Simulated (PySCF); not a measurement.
# EPR parameters of C3H10FSi3

Compound: C3H10FSi3 (doublet state).
SMILES with atom numbers: `[F:1][CH:2]1[SiH2:3][CH2:4][SiH:5][CH2:6][SiH2:7]1` (hydrogens: H8 on C2; H9, H10 on Si3; H11, H12 on C4; H13 on Si5; H14, H15 on C6; H16, H17 on Si7)

Geometry (GFN2-xTB, Å), atoms numbered from 1 in this order:
```xyz
17
C3H10FSi3 angstrom
F     -0.4884   -2.7913   -0.4752
C     -0.1043   -1.5718    0.1066
Si     1.2640   -0.8005   -0.9906
C      1.7229    0.8671   -0.1974
Si     0.2338    2.0234    0.0742
C     -1.1159    1.1474    1.0938
Si    -1.6822   -0.5134    0.3572
H      0.3135   -1.8548    1.0795
H      0.7179   -0.6004   -2.3367
H      2.4110   -1.7146   -1.0442
H      2.2225    0.6811    0.7538
H      2.4560    1.3668   -0.8280
H     -0.3016    2.5223   -1.2006
H     -0.7602    0.9819    2.1110
H     -1.9802    1.8033    1.1815
H     -2.3172   -0.3059   -0.9483
H     -2.5987   -1.2285    1.2533
```

The hyperfine couplings belong to this conformer and change with its torsions.

The calculation used UKS B3LYP, pcH-1 on C F H Si, non-relativistic, mean-field spin-orbit, GIAO (PySCF 2.14.0). Geometry: GFN2-xTB, one conformer, isolated molecule. The geometry wasn't refined by DFT: couplings that depend on bond lengths, twists or pyramidal angles can differ widely from those at the functional's own minimum, by a factor of two or more for some ions and for spin on atoms past the first row. No stability test was run, so a lower SCF solution isn't excluded.

| Quantity | Value |
| --- | --- |
| g1, g2, g3 | 2.00213, 2.00341, 2.00433 |
| g_iso | 2.00329 |
| Form of g | rhombic: the two nearest values differ by 42 % of g3 − g1 |
| ⟨S²⟩ | 0.7515 (exact 0.7500) |
| α and β electrons | 40, 39 |
| HOMO–LUMO gap, α and β orbitals | 5.39, 5.11 eV |

Isotropic coupling and dipolar principal values T1 to T3, in mT (MHz turned into mT with g_iso):

```
atom  isotope   a_iso  of which spin–orbit     T1     T2    T3  Mulliken spin population
  F1      19F    0.40                 0.00  -0.05  -0.03  0.08                      0.00
  C2      13C   -0.07                 0.00  -0.01  -0.01  0.02                      0.00
 Si3     29Si   -1.77                 0.00  -0.31   0.14  0.18                      0.03
  C4      13C    0.62                 0.00  -0.16  -0.15  0.32                      0.00
 Si5     29Si  -17.64                 0.04  -5.76   2.87  2.89                      0.92
  C6      13C    0.61                 0.00  -0.16  -0.15  0.32                      0.00
 Si7     29Si   -1.78                 0.00  -0.31   0.14  0.18                      0.03
  H8       1H    0.01                 0.00  -0.04  -0.02  0.06                      0.00
  H9       1H   -0.05                 0.00  -0.06  -0.02  0.08                      0.00
 H10       1H    0.77                 0.00  -0.04  -0.02  0.06                      0.01
 H11       1H    0.41                 0.00  -0.16  -0.09  0.25                      0.00
 H12       1H    0.07                 0.00  -0.15  -0.08  0.23                      0.00
 H13       1H    1.96                 0.00  -0.32   0.03  0.29                      0.01
 H14       1H    0.43                 0.00  -0.16  -0.09  0.25                      0.00
 H15       1H    0.07                 0.00  -0.15  -0.08  0.23                      0.00
 H16       1H   -0.05                 0.00  -0.06  -0.02  0.08                      0.00
 H17       1H    0.76                 0.00  -0.04  -0.02  0.06                      0.01
```

The largest Mulliken spin population is on Si5 (+0.92). The angles at Si5 add up to 333.3°, so it is pyramidal.

Under fast tumbling the dipolar parts average out, and these isotropic splittings remain: 1 × 1H (H13, I = 1/2, 2 lines) with 1.96 mT, 2 × 1H (H10/H17, I = 1/2, 3 lines) with 0.76 mT, 2 × 1H (H11/H14, I = 1/2, 3 lines) with 0.42 mT, 1 × 19F (F1, I = 1/2, 2 lines) with 0.40 mT, 2 × 1H (H12/H15, I = 1/2, 3 lines) with 0.07 mT and 2 × 1H (H9/H16, I = 1/2, 3 lines) with 0.05 mT.

Nuclei that the bonding pattern makes equivalent are averaged, as if the motion that swaps them (rotation, inversion, ring flip) were fast.

The 13C coupling of C4/C6 (mean 17.3 MHz) shows only in satellite lines or after enrichment, since that isotope makes up about 1.07 % of natural carbon.

The 29Si coupling of Si5 (-494.6 MHz) shows only in satellite lines or after enrichment, since that isotope makes up about 4.7 % of natural silicon.

The spin density at the nucleus, in bohr⁻³, is negative for C2 (-0.0017), for instance. A restricted open-shell determinant has no negative spin density anywhere; here it arises because α and β orbitals differ (spin polarisation).
